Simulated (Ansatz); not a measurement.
`Cl[SiH2]S[Si](Cl)(Cl)Cl`, charge 0, multiplicity 1.

Give a relaxed structure at PBE0-D4/def2-TZVP (the Gaussian-basis code of Ansatz). (Best estimate.)

Ansatz gave: 
Cartesian coordinates in Å:
```
Cl -1.4023 1.6859 -1.3413
Si -1.6164 -0.1888 -0.5559
S 0.2027 -1.3115 -0.5972
Si 1.5195 -0.0768 0.4970
Cl 2.9982 -1.2794 1.1902
Cl 2.3508 1.3619 -0.6648
Cl 0.5995 0.8332 2.0644
H -2.5268 -0.9751 -1.4141
H -2.1252 -0.0495 0.8217
```
This is one stationary point; other conformers may exist.
